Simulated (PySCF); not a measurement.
# Worked example: entropy of an ideal gas

C2H4I, SMILES C[CH]I, multiplicity 2.

The structure is a stationary point at PBE0-D3(BJ)/def2-SVP. The isomer is the one that the SMILES or the coordinates give; other isomers of the formula were not compared. The def2 effective core potentials stand for the cores of I; spin–orbit coupling is left out.

PySCF with PBE0-D3(BJ)/def2-SVP gives the harmonic wavenumbers 131, 270, 338, 569, 973, 990, 1130, 1240, 1381, 1431, 1445, 3008, 3098, 3147, 3239 cm⁻¹ and the rotational temperatures 1.9116, 0.1445, 0.1369 K. The molar mass is 154.96 g/mol, the symmetry number 1, the spin multiplicity 2.

Work out the entropy at 298.15 K and 1 atm in the rigid-rotor, harmonic-oscillator model.


Translation (Sackur–Tetrode at 1 atm): S = R[1.5 ln M + 2.5 ln T − 1.16487] = 171.6 J/(mol K).
Rotation: q = (√π/σ) T^1.5/√(θA θB θC) = 46900, S = R[ln q + 3/2] = 101.9 J/(mol K).
Vibration: with u = 1.4388 ν/T, each mode gives R[u/(e^u − 1) − ln(1 − e^−u)]:
| ν (cm⁻¹) | modes | u | S (J/(mol K)) |
|---|---|---|---|
| 131 | 1 | 0.63 | 12.26 |
| 270 | 1 | 1.30 | 6.68 |
| 338 | 1 | 1.63 | 5.11 |
| 569 | 1 | 2.75 | 2.12 |
| 973 | 1 | 4.70 | 0.44 |
| 990 | 1 | 4.78 | 0.41 |
| 1130 | 1 | 5.45 | 0.23 |
| 1240 | 1 | 5.98 | 0.15 |
| 1381 | 1 | 6.66 | 0.08 |
| 1431 | 1 | 6.91 | 0.07 |
| 1445 | 1 | 6.97 | 0.06 |
The stiffer modes add less than 0.005 each. Sum 27.6 J/(mol K).
Spin: R ln 2 = 5.8 J/(mol K).
Total 306.9 J/(mol K); the program's own thermochemistry gives 306.9. Translation makes up 56 % and vibration 9 %. Anharmonicity, hindered rotation and orbital degeneracy are left out.
